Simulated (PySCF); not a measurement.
Isomers of C4H6OSi, one GFN2-xTB conformer each. Single-point energies are computed at PBE0/pcSseg-1 (PySCF, gas phase, no added dispersion term), electronic only.

Problem. Rank them by PBE0/pcSseg-1 energy, lowest first (kJ/mol).
A. `[CH3:1][C:2]#[C:3][SiH2:4][CH:5]=[O:6]` with C3–Si4–C5–O6 128°
B. `[CH:1]#[C:2]/[CH:3]=[CH:4]\[O:5][SiH3:6]` with C3–C4–O5–Si6 180°
C. `[CH:1]#[C:2][C:3](=[CH2:4])[O:5][SiH3:6]` with C2–C3–O5–Si6 0°
D. `C=C1C=CO[SiH2]1`
E. `[SiH3]c1ccco1`
F. `[O:1]=[CH:2][C:3]1([SiH3:4])[CH:5]=[CH:6]1` with O1–C2–C3–Si4 -1°

Solution. D (0.0), E (43.6), A (175.1), B (175.5), C (183.9), F (259.7).

As drawn, the lowest has an Si–O bond, which the highest lacks; the highest has a three-membered ring and a C=O bond, which the lowest lacks. Neighbours under 10 kJ/mol apart (CC#C[SiH2]C=O and C#C/C=C\O[SiH3]; C#C/C=C\O[SiH3] and C#CC(=C)O[SiH3]) can change places with a better method, another conformer or zero-point energy. GFN2-xTB itself gives, in the same order: 0.0, 28.4, 267.0, 95.3, 94.1, 301.2. Both levels put the same isomer lowest; measured from each level's own lowest isomer, the values differ by up to 91.9 kJ/mol (CC#C[SiH2]C=O: 267.0 against 175.1).

Problem. Which frontier levels, dipoles and rotational constants go with these structures?

Solution. 
```tsv
SMILES	HOMO (eV, PBE0/pcSseg-1)	LUMO (eV)	dipole (D)	A, B, C (MHz)
C=C1C=CO[SiH2]1	-6.22	-0.84	0.73	4937, 3186, 1983
[SiH3]c1ccco1	-6.73	-0.19	0.85	8503, 1997, 1648
CC#C[SiH2]C=O	-6.84	-1.39	3.57	7405, 1129, 1015
C#C/C=C\O[SiH3]	-6.52	-0.54	1.92	7922, 1370, 1183
C#CC(=C)O[SiH3]	-6.82	-0.78	1.07	4188, 2327, 1522
O=CC1([SiH3])C=C1	-7.15	-1.31	3.67	3574, 2999, 1845
```
